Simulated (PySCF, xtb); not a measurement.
C4H9NS, SMILES N(=C(\SC)C)/C.

GFN2-xTB in xtb at its own geometry gives an orbital gap of 3.85 eV and a dipole moment of 1.34 D.

The structure is a stationary point at B3LYP-D3(BJ)/def2-SVP. The structure was generated by enumeration; whether it is a known compound was not checked.

### Question
What does r2SCAN/def2-TZVP (PySCF) give? (Estimate from the structure and the level; the computed values follow.)

### Answer
gap 4.81 eV (levels -5.57 and -0.76 eV), dipole 1.00 D.
